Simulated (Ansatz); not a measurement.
A nudged elastic band was laid between two geometries of CH$_{5}$FSSi$_{2}$ (10 atoms, charge 0, multiplicity 1).

The calculation used Ansatz 0.2.0, RKS PBE0-D4/def2-SVP.

```json
{"movable images": "7", "climbing image": "yes", "spring": "5.0 eV/Å²", "optimiser": "quadratic models (default)", "start path": "IDPP", "force threshold": "0.05 eV/Å", "iteration limit": "52", "end points": "relaxed"}
```

Initial state:

```xyz
10
Properties=species:S:1:pos:R:3
C 0.300 -1.101 1.352
Si 0.604 0.022 -0.092
F 2.123 -0.242 -0.618
Si -0.882 0.952 -1.495
S 0.082 2.082 0.119
H -0.722 -0.961 1.732
H 1.012 -0.867 2.159
H 0.437 -2.153 1.062
H -2.359 0.815 -1.351
H -0.511 1.402 -2.866
```

Final state:

```xyz
10
Properties=species:S:1:pos:R:3
C 0.315 -0.916 1.480
Si 0.575 0.204 0.025
F 2.178 0.413 -0.164
Si -0.782 0.583 -1.724
S -0.573 2.003 -0.065
H 0.732 -0.451 2.386
H 0.819 -1.882 1.322
H -0.759 -1.091 1.635
H -2.147 -0.001 -1.860
H -0.275 1.087 -3.031
```

(1) Which bonds break or form, and what moves?

(2) Give the energies along the band, and the barrier.

(3) What is the geometry of the highest image?

(4) What are the harmonic wavenumbers there?

The band took 3 iterations and about 4 core-minutes.

## Answers

(1) No bond is made or broken. The dihedral H8–C1–Si2–S5 goes from 170 to 49°. The two ends are copies of one structure, up to a mirror image or an exchange of like atoms.

(2) The forces met the threshold. The highest image is number 4 of 0 to 8, 0.050 eV above the ends, which have the same energy within 2 meV. A vibrational analysis at the climbing image gives one clearly imaginary mode, 139i cm⁻¹: a first-order saddle point.

```tsv
image	path coordinate (Å)	energy (eV)	dihedral H8–C1–Si2–S5 (°)
0	0.00	0.000	170
1	0.43	0.007	155
2	0.85	0.025	140
3	1.28	0.042	125
4	1.70	0.050	109
5	2.12	0.043	94
6	2.55	0.025	79
7	2.97	0.007	64
8	3.40	0.000	49
```

(3) 
```xyz
10
Properties=species:S:1:pos:R:3
C 0.303 -0.951 1.470
Si 0.583 0.170 0.010
F 2.189 0.275 -0.244
Si -0.794 0.657 -1.696
S -0.444 2.044 -0.035
H -0.245 -0.416 2.259
H 1.272 -1.289 1.867
H -0.284 -1.834 1.178
H -2.195 0.155 -1.790
H -0.301 1.139 -3.016
```

(4) 139i, 134, 183, 225, 245, 386, 444, 475, 548, 587, 672, 753, 789, 795, 906, 942, 1257, 1420, 1425, 2237, 2255, 3070, 3182, 3187 cm⁻¹.

Run time: 2.2 min on 2 threads of Arm Neoverse N1 (shared host), peak memory 0.24 GiB.
